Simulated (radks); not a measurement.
The barium ion Ba2+, [Xe]. Calculated with a radial shooting solver on a logarithmic mesh with Libxc functionals: non-relativistic Kohn-Sham, exchange-only PBE, spin-polarised, spherical densities, point nucleus. Every spin shell is full or empty, so the densities are truly spherical. Functionals are evaluated on that one density, not self-consistently. Rank these orbital-free kinetic functionals by their error against the exact value of the orbitals, and give that value: Thomas-Fermi, TF + vW, TF + vW/9, TF + vW/5, LC94, APBEK, Thakkar, Pearson, DePristo-Kress.

Answer. Exact: 7882.21 hartree. From best to worst, with 100 (|E| - |E exact|)/|E exact| (equal figures are ties): LC94 +0.04, APBEK +0.08, DePristo-Kress -0.14, Thakkar -0.64, TF + vW/9 -0.70, Pearson -0.92, TF + vW/5 +2.86, Thomas-Fermi -5.15, TF + vW +34.90.
